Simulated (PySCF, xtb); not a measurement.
C4H7BFN, SMILES B1(C=CCN1)CF. Other conformers were not sampled.

Harmonic wavenumbers (cm⁻¹) from GFN2-xTB run with xtb at its own minimum, in rising order: 67, 136, 174, 322, 359, 475, 583, 632, 713, 744, 812, 818, 915, 961, 979, 999, 1063, 1099, 1120, 1152, 1201, 1208, 1264, 1295, 1314, 1424, 1441, 1464, 1613, 2887, 2921, 2925, 2942, 3089, 3107, 3485.

### Question
What does PySCF with PBE-D3(BJ)/def2-SVP give at its own minimum? (The exact figures need the calculation; the answer reports its results.)

### Answer
91, 139, 173, 348, 372, 483, 566, 591, 664, 767, 808, 849, 920, 934, 960, 1004, 1025, 1057, 1129, 1132, 1193, 1196, 1253, 1309, 1335, 1381, 1393, 1462, 1572, 2927, 2928, 2959, 2968, 3107, 3136, 3572. Paired by order, the mean absolute difference is 24 cm⁻¹ and the zero-point energies are 68.2 and 68.2 kcal/mol.
